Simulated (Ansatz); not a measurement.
Basis sets compared for the cluster Li₃N⁺. The state is a doublet with charge 1. Geometry PBE0-D4/def2-TZVP. Ansatz on 4 threads of Arm Neoverse V2 on a shared host; times are rough, and most runs start from earlier orbitals.

```xyz
4

Li    0.688   -0.591    1.579
Li    1.110    0.370   -1.395
Li   -1.798    0.221   -0.184
N     0.000    0.000    0.000
```

The structure comes from a short search, and lower isomers may exist.

```csv
level,functions,energy (Eh),HOMO (eV),LUMO (eV),wall time
PBE-D4/def2-SVP,41,-76.9297,-8.32,-7.05,0.35 s
PBE0-D4/def2-SVP,41,-76.9437,-9.45,-5.50,0.4 s
```

Problem. Estimate the rows for PBE-D4/def2-TZVP (with forces), PBE0-D4/def2-TZVP.

Solution. 
| level | functions | energy (Eh) | HOMO (eV) | LUMO (eV) | wall time |
| --- | --- | --- | --- | --- | --- |
| PBE-D4/def2-TZVP (with forces) | 73 | -77.0080 | -8.39 | -7.11 | 0.55 s |
| PBE0-D4/def2-TZVP | 73 | -77.0208 | -9.53 | -5.58 | 0.8 s |
